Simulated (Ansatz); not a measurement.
Geometry optimisation, RHF/def2-SVP in Ansatz.

Input:

```yaml
crystal:
  periodic: [false, false, false]
  atoms:
    - { symbol: Hf, position_ang: [-0.013546, 0.225018, -0.132052] }
    - { symbol: Cl, position_ang: [-0.092857, 0.231962, 2.355135] }
    - { symbol: Cl, position_ang: [2.138986, 0.647589, -1.034819] }
    - { symbol: "N", position_ang: [-1.043409, 1.832434, -0.734452] }
    - { symbol: H, position_ang: [-2.042391, 1.874046, -0.850294] }
    - { symbol: H, position_ang: [-0.650295, 2.729167, -0.968754] }
    - { symbol: Cl, position_ang: [-1.30059, -1.566135, -1.039623] }
    - { symbol: O, position_ang: [1.352034, -2.399383, 1.221588] }
    - { symbol: H, position_ang: [0.891441, -3.223149, 1.140745] }
    - { symbol: H, position_ang: [1.100327, -2.034349, 2.085226] }
basis:
  gaussian: { orbitals: def2-SVP }
hamiltonian:
  xc: hf
relax:
  f_tol: 0.03
  max_steps: 50
```

Launched with:

```bash
$ ansatz run input.yaml --threads 2 --pin off --max-ram 3072MiB --backend cpu --events-out ev --progress --plain --runs-dir out
```

Problem. Where does it end, and by what steps?

Solution. It converged. The force dipped under the threshold on the way, but the program's further checks kept it going. After 18 steps the energy has fallen by 0.543 eV; H6 moved furthest, 0.99 Å. Joined: Hf1–O8 (3.25 → 2.38 Å).

```
step  energy less start (eV)  largest force component (eV/Å)  accepted
   0                  0.0000                           1.082       yes
   1                 -0.0995                           1.979       yes
   2                 -0.2469                           2.478       yes
   3                 -0.4067                           1.947       yes
   4                 -0.4665                           0.850       yes
   5                 -0.4926                           0.250       yes
   6                 -0.5060                           0.189       yes
   7                 -0.5112                           0.155       yes
   8                 -0.5166                           0.176       yes
   9                 -0.5276                           0.039       yes
  10                 -0.5108                           0.913        no
  11                 -0.5329                           0.062       yes
  12                 -0.5358                           0.255       yes
  13                 -0.5383                           0.225       yes
  14                 -0.5335                           0.457        no
  15                 -0.5421                           0.016       yes
  16                 -0.5427                           0.108       yes
  17                 -0.5426                           0.070        no
  18                 -0.5430                           0.007       yes
```

```xyz
10
Properties=species:S:1:pos:R:3
Hf 0.109 0.038 0.031
Cl 0.220 0.753 2.345
Cl 2.245 0.298 -1.023
N -1.023 1.588 -0.584
H -1.613 1.594 -1.398
H -1.096 2.478 -0.121
Cl -1.194 -1.655 -1.119
O 0.812 -1.954 1.127
H 0.693 -2.832 0.786
H 1.187 -1.991 1.998
```

Whether the end is a true minimum wasn't checked by a vibrational analysis.

The run took 83 s on 2 threads of Intel(R) Xeon(R) Platinum 8259CL CPU @ 2.50GHz (Skylake/Cascade Lake), with other jobs on the host, peak memory 0.36 GiB.
